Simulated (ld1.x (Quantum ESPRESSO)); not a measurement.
Ranking TM potentials for B (Z = 5)

All share these settings but for the change named:

- Element: boron (B)
- Generator: ld1.x (Quantum ESPRESSO) 7.5
- Type: norm-conserving Troullier–Martins (Kleinman–Bylander form)
- Functional: PBE
- Relativity: scalar-relativistic
- Frozen core: [He]
- Valence charge: 3
- Reference configuration: 2s1.5 2p1.5
- Partial waves: 2s (bound): rc 1.45 bohr; 2p (bound): rc 2.60 bohr; 3d channel at 0.35 Ry: rc 2.05 bohr
- Local potential: all-electron potential smoothed inside 1.55 bohr (lloc = -2)
- Core correction: none

Cutoff: the first of the cutoffs (Ry, on a coarse ladder) from which the occupation-weighted sum of valence levels, in a spherical-Bessel basis at the reference potential, stays within 10 and 1 mRy of its value at 400 Ry; the density cutoff is not measured.

The base gives 18 Ry.

Of 12 variants that were run, those that failed, showed a ghost or another fault, or gave nearly equal values are left out.

A variant can come out equal or close to the base.

(1) Rank these variants from softest to hardest (loose cutoff).
A. all radii scaled by about 0.75 (s 1.08, p 1.94, d 1.54 bohr); local potential all-electron potential smoothed inside 1.16 bohr (lloc = -2)
B. local potential all-electron potential smoothed inside 2.86 bohr (lloc = -2)
C. reference 2s2 2p1

## Answers

(1) B (18 Ry), C (21 Ry), A (25 Ry).
